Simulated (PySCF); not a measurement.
C₄H₁₂NSi, SMILES N([Si](C)C)(C)C, doublet, GFN2-xTB optimised geometry. Atoms within 1.6 Å of the plane z = 0.0 Å (x, y, z in Å): N2 (-0.82, -1.43, 1.49), Si4 (-0.31, -0.70, 0.00), C5 (-0.95, 1.10, 0.00), C6 (1.60, -0.70, 0.00), H10 (0.80, -2.73, 1.60), H13 (-0.45, 1.68, -0.77), H14 (-2.02, 1.16, -0.21), H15 (-0.77, 1.58, 0.96), H16 (2.02, -1.68, -0.21), H17 (1.97, -0.02, -0.76), H18 (1.99, -0.37, 0.96).

Computed with PySCF 2.14.0 with unrestricted PBE0/def2-SVP. Cells within 0.4 Å of a nucleus heavier than hydrogen are left out (blank, or x).

Map of the electrostatic potential (hartree/e), clipped to [-0.08, 0.12] on the plane z = 0.0 Å:

```
|11111110000001111111111111111|
|11111100000000011111111111111|
|11111000000000011111111111111|
|11111000000000001111111111111|
|11111000000000001111111111111|
|11111100000000000111111111111|
|11111100000111111111111111111|
|11111111123443111111111111111|
|11111234579998311111111111111|
|11112379999999721111111111111|
|1111249999xxx9931111111000001|
|1111249999xxx9942111111000000|
|11112369999999974222221000000|
|11111234599999998679742100000|
|11111122379999999999994100000|
|1111111249999x99999x997100000|
|111111125999xxx999xxx99200000|
|1111111249999x99999x999200000|
|11111111379999999999998200000|
|11110001138999999799999310000|
|11110000012699996459999311111|
|11110000000135543237995211111|
|11110000000012222223443211111|
|11110000000001111112222111111|
|11110000000000111111111111111|
|11111000000000111111111111111|
|11111000000000111111111111111|
|11111100000011111111111111111|
|11111111111111111111111111111|
```
Scale: ten equal steps from -0.015 (start of '0') to 0.120 (end of '9'), in the order '0123456789'; x runs from -4.50 to 4.50, y from -4.50 (bottom) to 4.50 (top).
